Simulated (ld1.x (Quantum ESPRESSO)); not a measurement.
Ranking PAW potentials for aluminium

All share these settings but for the change named:

Al, PAW, made with ld1.x (Quantum ESPRESSO) 7.5 (PBE, scalar-relativistic). Core [Ne], reference 3s1 3p2. Waves: 3s (bound): rcut 1.20, rcutus 1.65 bohr; 3s channel at -0.25 Ry: rcut 1.20, rcutus 1.65 bohr; 3p (bound): rcut 2.55, rcutus 2.70 bohr; 3p channel at 1 Ry: rcut 2.55, rcutus 2.70 bohr; 3d channel at 0.3 Ry: rcut 2.30, rcutus 2.75 bohr. Local part: all-electron potential smoothed inside 2.15 bohr (lloc = -1). Core correction: Bessel-smoothed model core inside 1.00 bohr. Augmentation charge: PSQ, radius 1.25 bohr.

Cutoff: the first of the cutoffs (Ry, on a coarse ladder) from which the occupation-weighted sum of valence levels, in a spherical-Bessel basis at the reference potential, stays within 10 and 1 mRy of its value at 400 Ry; the density cutoff is not measured.

The base gives 8 Ry.

Of 11 variants that were run, those that failed, showed a ghost or another fault, or gave nearly equal values are left out.

A variant can come out equal or close to the base.

Question: Rank these variants from softest to hardest (loose cutoff).
A. reference 3s2 3p0
B. waves 3s (bound): rcut 1.20, rcutus 2.26 bohr; 3s channel at -0.25 Ry: rcut 1.20, rcutus 2.26 bohr
C. core [He], valence charge 11; reference 2s2 2p6 3s2 3p1; waves now 2s (bound): rcut 1.20, rcutus 1.35 bohr; 3s (bound): rcut 1.20, rcutus 1.35 bohr; 2p (bound): rcut 1.05, rcutus 1.20 bohr; 3p (bound): rcut 1.05, rcutus 1.20 bohr; 3d channel at 0.3 Ry: rcut 0.95, rcutus 1.15 bohr; 3d channel at 1.95 Ry: rcut 0.95, rcutus 1.15 bohr; local potential all-electron potential smoothed inside 1.30 bohr (lloc = -1); core correction Bessel-smoothed model core inside 0.60 bohr; augmentation PSQ, radius 1.10 bohr
D. non-relativistic; added wave 3d channel at 2.85 Ry: rcut 2.30, rcutus 2.75 bohr

Answer: B (6 Ry), D (8 Ry), A (10 Ry), C (80 Ry).
